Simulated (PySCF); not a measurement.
A GIAO shielding run with PySCF 2.14 (density fitting, non-relativistic, gas phase) on SMILES C=CC[C@@H](C=C)C(=O)Cl, C7H9ClO:

```
{"job": {"kind": "nmr", "xc": "PBE0", "basis": "pcSseg-1"}, "charge": 0, "multiplicity": 1}
C     -2.809761    -0.025748    -0.889811
C     -1.862307    -0.627375    -0.196832
C     -0.429938    -0.704375    -0.623628
C      0.470003     0.092707     0.348478
C      1.917218    -0.040816    -0.041428
C      2.845047    -0.548804     0.746221
C      0.099856     1.545001     0.233818
O      0.114882     2.219265    -0.738776
Cl    -0.391350     2.251559     1.781078
H     -3.828292     0.017528    -0.544737
H     -2.604486     0.449490    -1.834785
H     -2.088330    -1.091527     0.754446
H     -0.313860    -0.299196    -1.629706
H     -0.091477    -1.743459    -0.618999
H      0.319022    -0.259901     1.370525
H      2.154884     0.311722    -1.035184
H      3.868755    -0.640922     0.427143
H      2.621378    -0.898830     1.740560
```

Hardware: 1 thread of an Arm Neoverse V1, shared host. The job also computes population analyses, field gradients.

**Question.** How large is the calculation?

**Answer.** 76 electrons, 205 basis functions and 1081 auxiliary functions.

**Question.** How long does it take?

**Answer.** 36 s of wall time, with 15 SCF cycles and 5 response iterations. Times on a shared host scatter by some tens of per cent.
